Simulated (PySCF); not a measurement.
# Bonding in `C=CN([SiH2]C#N)C(C)=O`

Compound: C5H8N2OSi.
Numbering: `[CH2:1]=[CH:2][N:3]([SiH2:4][C:5]#[N:6])[C:7]([CH3:8])=[O:9]` (hydrogens: H10, H11 on C1; H12 on C2; H13, H14 on Si4; H15, H16, H17 on C8)

Structure used (GFN2-xTB), in Å, numbered top down from 1:
```xyz
17
C5H8N2OSi angstrom
C      2.2787   -0.8463    0.3030
C      1.0673   -0.9681   -0.2153
N      0.1194    0.0456   -0.2571
Si     0.3128    1.8187   -0.3601
C     -0.2704    2.5354    1.2583
N     -0.5952    2.9752    2.2637
C     -1.2117   -0.1533   -0.2802
C     -1.7993   -1.5287   -0.2228
O     -1.8895    0.8698   -0.3322
H      2.9693   -1.6693    0.2804
H      2.6139    0.0645    0.7653
H      0.7450   -1.9059   -0.6515
H     -0.2815    2.3869   -1.5559
H      1.7708    1.9850   -0.3732
H     -1.4172   -2.0640    0.6445
H     -2.8807   -1.4469   -0.1552
H     -1.5386   -2.0866   -1.1217
```

Bond orders from the PBE0/pcSseg-1 density (PySCF). Isolated species at its GFN2-xTB geometry (one conformer only).

Problem. Where do the orders between heavy atoms depart from those drawn in the SMILES?

Solution. The largest departure is 0.269, at C7–O9 (drawn double, 1.731). Drawn single, order above 1.12: N3–C7 (1.132). Drawn single, order below 0.88: N3–Si4 (0.770) and Si4–C5 (0.822).

Problem. Set the Mayer orders of the bonds beside their lengths.

Solution. 
| bond | drawn as | length (Å) | Mayer order |
| --- | --- | --- | --- |
| C1–C2 | double | 1.323 | 1.952 |
| C2–N3 | single | 1.388 | 0.964 |
| N3–Si4 | single | 1.787 | 0.770 |
| Si4–C5 | single | 1.864 | 0.822 |
| C5–N6 | triple | 1.144 | 2.937 |
| N3–C7 | single | 1.346 | 1.132 |
| C7–C8 | single | 1.497 | 1.032 |
| C7–O9 | double | 1.228 | 1.731 |
| C1–H10 | single | 1.075 | 0.947 |
| C1–H11 | single | 1.075 | 0.946 |
| C2–H12 | single | 1.083 | 0.942 |
| Si4–H13 | single | 1.451 | 0.954 |
| Si4–H14 | single | 1.467 | 0.931 |
| C8–H15 | single | 1.088 | 0.938 |
| C8–H16 | single | 1.087 | 0.945 |
| C8–H17 | single | 1.090 | 0.934 |

Bonds between the same two heavy elements. C–C: lowest C7–C8 (1.032, 1.497 Å), highest C1–C2 (1.952, 1.323 Å). C–N: lowest C2–N3 (0.964, 1.388 Å), highest C5–N6 (2.937, 1.144 Å).

Problem. Sum the orders of all bonds at each heavy atom with more than one neighbour and set the sums beside the valence in the SMILES.

Solution. C1 3.845 (drawn 4), C2 3.858 (drawn 4), N3 2.866 (drawn 3), Si4 3.477 (drawn 4), C5 3.759 (drawn 4), C7 3.895 (drawn 4), C8 3.849 (drawn 4). Orders between atoms that aren't bonded are not in these sums.

For a closed shell the Mayer order of atoms A and B is Σ (PS)μν (PS)νμ over the basis functions μ on A and ν on B, with P the density and S the overlap matrix.
